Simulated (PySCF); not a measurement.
Tl2O, singlet: data card

Level of theory: B3LYP in PySCF with O def2-TZVP, Tl def2-TZVP with ECP60; scalar-relativistic core potentials, no spin–orbit coupling; density-fitted integrals.

The structure is a minimum.

- Point group: D∞h
- Bond lengths: O–Tl 2.114 Å (×2)
- Bond angles: Tl–O–Tl 180.0°
- Rotational symmetry number: 2
- Enthalpy at 298.15 K above 0 K: 15.11 kJ/mol
- Principal quadrupole moments (Buckingham, traceless) about the centre of mass: -1.05, 0.53, 0.53 D Å
- Zero-point energy: 5.4 kJ/mol
- Heat capacity Cp at 298.15 K: 57.4 J/(mol K)
- Rotational constants: 0.009203 cm⁻¹
- Lowest empty level: -1.25 eV
- Principal polarisabilities: 64.3, 64.3, 160.8 bohr³
- Entropy at 298.15 K and 1 bar: 322.9 J/(mol K)
- Dipole moment: 0.00 D
- Highest occupied level: -5.69 eV
- Atomisation energy without zero-point energy: 673 kJ/mol

Harmonic modes (masses in u: O 15.995, Tl 204.974):
| symmetry | ω (cm⁻¹) | IR (km/mol, summed over degenerate members) | μ (u) |
| --- | --- | --- | --- |
| πu | 53 | 21.1 | 16.57 |
| σg+ | 140 | 0.0 | 204.97 |
| σu+ | 660 | 747 | 16.57 |

In D∞h the vibrations span πu + σg+ + σu+. The σg+ mode carries no infrared intensity, as symmetry demands. With a centre of inversion only u modes can be infrared active and only g modes Raman active.

Charges (e):
```json
{"atom": "O1", "Mulliken": "-0.74", "Löwdin": "-0.48", "polar tensor": "-1.42", "Mayer order to O1": "–"}
{"atom": "Tl2,3", "Mulliken": "0.37", "Löwdin": "0.24", "polar tensor": "0.71", "Mayer order to O1": "0.94"}
```

Mulliken populations on O1: s 3.89, p 4.84, d 0.01, f 0.00.

Outer orbital energies (eV). occupied: -16.35, -16.35, -15.82, -10.82, -8.83, -6.41, -6.41, -5.69; empty: -1.25, -1.25, -0.96, -0.96.

This need not be the most stable arrangement of these atoms. No spin–orbit coupling is included, which matters more the heavier the element.

The final relaxation and frequency run took 21 s on 4 threads of a shared Arm Neoverse V1 host, with 131 basis functions and 7 gradients; the process peaked at 1.1 GiB. Launch command: `OMP_NUM_THREADS=4 python axn.py task.json out`.
